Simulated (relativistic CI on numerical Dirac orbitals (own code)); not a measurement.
**Ligand-field terms of d7**

Computed with a parametric ligand-field model of a d^n configuration (Racah B and C, spin-orbit zeta, crystal field), exact diagonalisation.

Field parameters in Wybourne normalisation: Td as Oh with Dq negative (B⁴₀ = 21Dq, B⁴₄ = √(5/14) B⁴₀). The field is a parameter set, without covalency.

B = 660 cm⁻¹, C = 2860 cm⁻¹ (C/B = 4.33), Td, no spin-orbit coupling. Tanabe-Sugano data, E/B above the lowest term (Δ = |10Dq|; b, c mark the second and third term of a kind):

```tsv
Δ/B	4A2	4T2	4T1	4T1(b)	2E	2T1	2T2
1.0	0.00	1.00	1.79	16.21	17.90	17.97	18.35
1.9	0.00	1.89	3.37	17.31	18.38	18.62	19.49
2.8	0.00	2.80	4.95	18.46	18.70	19.11	20.59
3.7	0.00	3.70	6.49	19.61	18.92	19.47	21.61
4.6	0.00	4.61	8.02	20.80	19.10	19.75	22.59
5.5	0.00	5.50	9.50	22.00	19.23	19.97	23.49
6.4	0.00	6.39	10.95	23.23	19.35	20.14	24.30
7.3	0.00	7.30	12.39	24.51	19.45	20.28	25.03
8.2	0.00	8.20	13.78	25.81	19.53	20.40	25.64
9.1	0.00	9.11	15.16	27.16	19.61	20.51	26.18
10.0	0.00	10.00	16.48	28.52	19.68	20.59	26.64
10.9	0.00	10.89	17.77	29.92	19.75	20.67	27.05
11.8	0.00	11.80	19.04	31.37	19.81	20.74	27.42
12.7	0.00	12.70	20.27	32.82	19.86	20.80	27.76
13.6	0.00	13.61	21.48	34.34	19.91	20.85	28.07
14.5	0.00	14.50	22.65	35.85	19.96	20.90	28.36
15.4	0.00	15.39	23.79	37.39	20.01	20.95	28.63
16.3	0.00	16.30	24.93	38.98	20.05	20.99	28.89
17.2	0.00	17.20	26.03	40.56	20.09	21.03	29.13
18.1	0.00	18.11	27.13	42.19	20.13	21.06	29.36
19.0	0.00	19.00	28.19	43.81	20.17	21.10	29.57
19.9	0.00	19.89	29.24	45.44	20.20	21.13	29.78
20.8	0.00	20.80	30.29	47.12	20.23	21.16	29.97
21.7	0.00	21.70	31.31	48.78	20.27	21.18	30.16
```

The ground term stays 4A2.
